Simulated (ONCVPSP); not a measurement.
# An all-electron radial function and its pseudo partner (Pd (Z = 46))

Columns: radius, all-electron u(r) and pseudo u(r) of the 4p shell (level -51.20 eV) of palladium in the configuration [Ar] 3d10 4s2 4p6 4d10; PBE, scalar-relativistic, ONCV scheme, ONCVPSP 4.0.1.

```
r (bohr)  all-electron  pseudo
   0.078        0.3815  0.0184
   0.155       -0.0923  0.0705
   0.232       -0.5297  0.1528
   0.310       -0.5718  0.2623
   0.388       -0.3228  0.3930
   0.465        0.0367  0.5347
   0.542        0.3928  0.6779
   0.620        0.6909  0.8122
   0.698        0.9059  0.9261
   0.775        1.0389  1.0132
   0.852        1.1041  1.0708
   0.930        1.1158  1.0940
   1.008        1.0882  1.0797
   1.085        1.0348  1.0332
   1.162        0.9658  0.9656
   1.240        0.8874  0.8873
   1.318        0.8061  0.8060
   1.395        0.7268  0.7267
   1.472        0.6507  0.6506
   1.550        0.5784  0.5783
   1.628        0.5118  0.5117
   1.705        0.4518  0.4517
   1.782        0.3977  0.3976
   1.860        0.3485  0.3484
   1.938        0.3047  0.3047
   2.015        0.2664  0.2664
```

Problem. How many radial nodes do the two functions have?

Solution. The all-electron 4p function has n − l − 1 = 2; the pseudo-wave has 0, since the states of the same l below it are removed with the core.

Problem. At about which radius was the pseudo-wave matched?

Solution. 1.20 bohr, where the columns begin to agree (steps of 0.08 bohr).

Problem. Is the pseudo-wave norm-conserving?

Solution. Yes: the ONCV scheme keeps the norm inside the radius equal to the all-electron one, which fixes the energy derivative of the logarithmic derivative at the level.
